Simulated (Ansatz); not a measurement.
Basis-set extrapolation for C2H3AlF2, SMILES `F/C=[C](/F)[AlH2]` (PBE0-D4/def2-TZVP geometry, frozen core, Ansatz 0.2.0). Multiplicity 1, RHF reference.

|  | def2-TZVPP | def2-QZVPP |
| --- | --- | --- |
| HF | -518.339940 | -518.359348 |
| MP2 correlation | -0.885967 | -0.960732 |
| CCSD(T) correlation | -0.946905 | -1.017183 |

Energies in hartree. Use E(X) = E(∞) + A·exp(−7.88·√X) for Hartree–Fock and E(X) = E(∞) + B·X^(−2.97) for correlation, with X = 3 and 4.

**Question.** What is the CCSD(T) energy at the basis-set limit?

**Answer.** HF limit: -518.359348 + (-0.019408) × 0.13774 = -518.36202. Correlation limit: -1.017183 + (-0.070278) × 0.74074 = -1.06924. Total: -519.43126 hartree, 379.2 kJ/mol below CCSD(T)/def2-TZVPP.
